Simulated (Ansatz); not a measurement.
Ansatz (an electronic-structure program) input (CCSD(T)/aug-cc-pVDZ):

Ansatz 0.2 input:
```yaml
crystal:
  periodic: [false, false, false]
  atoms:
    - {symbol: C, position_ang: [2.13690885, 0.30438858, -0.07944703]}
    - {symbol: C, position_ang: [0.91466191, -0.49304257, -0.35963163]}
    - {symbol: B, position_ang: [-0.53144673, -0.12377944, 0.00260750]}
    - {symbol: C, position_ang: [-0.84411907, 1.22119928, 0.76756706]}
    - {symbol: C, position_ang: [-1.71350953, -1.08028507, -0.40556443]}
    - {symbol: H, position_ang: [1.92339251, 1.24388038, 0.42941856]}
    - {symbol: H, position_ang: [2.84540486, -0.26513249, 0.53629524]}
    - {symbol: H, position_ang: [2.67873813, 0.53186664, -1.00636006]}
    - {symbol: H, position_ang: [1.10596740, -1.43027797, -0.88173322]}
    - {symbol: H, position_ang: [-0.72537496, 2.06507769, 0.07455224]}
    - {symbol: H, position_ang: [-1.86195834, 1.27422624, 1.15850879]}
    - {symbol: H, position_ang: [-0.15026261, 1.41926685, 1.58990979]}
    - {symbol: H, position_ang: [-2.19386680, -1.47337083, 0.49986553]}
    - {symbol: H, position_ang: [-2.50404670, -0.52824157, -0.92655937]}
    - {symbol: H, position_ang: [-1.42441273, -1.93195924, -1.02447863]}
basis:
  gaussian:
    orbitals: aug-cc-pVDZ
magnetization: {spin_polarized: true, initial_magnetization: 1}
correlation: {method: ccsd_t, electrons: outside_noble_gas}
output: {forces: true}
```

End of the output:

```
mean field evaluation 1: about -4945.9685 eV, gradient 3.2e1 eV
mean field evaluation 2: about -4945.9758 eV, gradient 3.2e1 eV
mean field evaluation 4: about -4951.8491 eV, gradient 2.8e0 eV
mean field evaluation 8: about -4951.9522 eV, gradient 3.1e-3 eV
mean field evaluation 16: about -4951.9418 eV, gradient 3.0e-1 eV
mean field evaluation 32: about -4946.9583 eV, gradient 2.2e-1 eV
mean field -4951.95216797 eV, -181.9808856192 hartree, gradient 2.7e-6 eV, S^2 0.759190; 0 other end points of the search recorded, 0 dependent functions left out
5 core orbitals not correlated
reference -4951.95216797 eV, -181.9808856192 hartree; 15, 14 occupied and 185, 186 virtual orbitals, 2020 factors
densities: 15.84 GiB planned
second order -17.87874929 eV of doubles, -0.00000000 eV of singles
coupled cluster: 12.98 GiB planned
cycle   1  -19.28005100 eV  change    -1.4e0 eV  update   9.1e-2
cycle   2  -19.79878799 eV  change   -5.2e-1 eV  update   2.8e-2
cycle   3  -19.87219198 eV  change   -7.3e-2 eV  update   1.2e-2
cycle   4  -19.87054050 eV  change    1.7e-3 eV  update   4.6e-3
cycle   5  -19.86923666 eV  change    1.3e-3 eV  update   1.9e-3
cycle   6  -19.86923120 eV  change    5.5e-6 eV  update   7.0e-4
cycle   7  -19.86923490 eV  change   -3.7e-6 eV  update   2.2e-4
cycle   8  -19.86925146 eV  change   -1.7e-5 eV  update   8.6e-5
cycle   9  -19.86924271 eV  change    8.8e-6 eV  update   3.7e-5
cycle  10  -19.86922932 eV  change    1.3e-5 eV  update   1.8e-5
cycle  11  -19.86923562 eV  change   -6.3e-6 eV  update   9.9e-6
cycle  12  -19.86923743 eV  change   -1.8e-6 eV  update   5.2e-6
cycle  13  -19.86923981 eV  change   -2.4e-6 eV  update   2.6e-6
perturbative correction -0.63754980 eV, -0.0234295230 hartree
the calculation of the forces begins
0.99 GiB of device memory are held for the factors and their scratch space
Total energy: -4972.45895758 eV, -182.7344962373 hartree
Atom 0 at     2.136909     0.304389    -0.079447 Å, force     0.233637     0.106428     0.037526 eV/Å
Atom 1 at     0.914662    -0.493043    -0.359632 Å, force    -0.063628    -0.120308    -0.058126 eV/Å
Atom 2 at    -0.531447    -0.123779     0.002608 Å, force    -0.147476     0.043673     0.044007 eV/Å
Atom 3 at    -0.844119     1.221199     0.767567 Å, force     0.010763    -0.039632     0.013000 eV/Å
Atom 4 at    -1.713510    -1.080285    -0.405564 Å, force     0.019188    -0.011112    -0.020230 eV/Å
Atom 5 at     1.923393     1.243880     0.429419 Å, force    -0.107534     0.425382     0.228153 eV/Å
Atom 6 at     2.845405    -0.265132     0.536295 Å, force     0.264794    -0.226458     0.255976 eV/Å
Atom 7 at     2.678738     0.531867    -1.006360 Å, force     0.196053     0.098713    -0.373362 eV/Å
Atom 8 at     1.105967    -1.430278    -0.881733 Å, force     0.079701    -0.438850    -0.243282 eV/Å
Atom 9 at    -0.725375     2.065078     0.074552 Å, force     0.052938     0.350542    -0.306080 eV/Å
Atom 10 at    -1.861958     1.274226     1.158509 Å, force    -0.453998     0.020358     0.171806 eV/Å
Atom 11 at    -0.150263     1.419267     1.589910 Å, force     0.306710     0.083648     0.362787 eV/Å
Atom 12 at    -2.193867    -1.473371     0.499866 Å, force    -0.190656    -0.161450     0.390760 eV/Å
Atom 13 at    -2.504047    -0.528242    -0.926559 Å, force    -0.330986     0.246633    -0.225959 eV/Å
Atom 14 at    -1.424413    -1.931959    -1.024479 Å, force     0.130494    -0.377569    -0.276976 eV/Å
Dipole moment:     0.191750     0.005626    -0.023522 e Å
```

It need not be the lowest isomer of its formula.
